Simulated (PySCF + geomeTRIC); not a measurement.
Species: C$_{4}$H$_{5}$N, SMILES `N#CC1CC1` (charge 0, multiplicity 1).

Give a relaxed geometry from TPSSh-D3(BJ)/def2-TZVP (PySCF + geomeTRIC).

the end point of this relaxation (outside a Z-matrix the atoms follow the SMILES, hydrogens last).
Bonded distances (Å): N1–C2 1.156, C2–C3 1.434, C3–C4 1.517, C3–C5 1.517, C3–H6 1.083, C4–C5 1.493, C4–H7 1.082, C4–H8 1.081, C5–H9 1.082, C5–H10 1.081. Bond angles (°): N1–C2–C3 179.4, C2–C3–C4 119.1, C2–C3–C5 119.1, C2–C3–H6 114.3, C4–C3–C5 59.0, C4–C3–H6 117.3, C5–C3–H6 117.3, C3–C4–C5 60.5, C3–C4–H7 116.3, C3–C4–H8 116.8, C5–C4–H7 118.7, C5–C4–H8 118.2, H7–C4–H8 115.3, C3–C5–C4 60.5, C3–C5–H9 116.3, C3–C5–H10 116.8, C4–C5–H9 118.7, C4–C5–H10 118.2, H9–C5–H10 115.3.
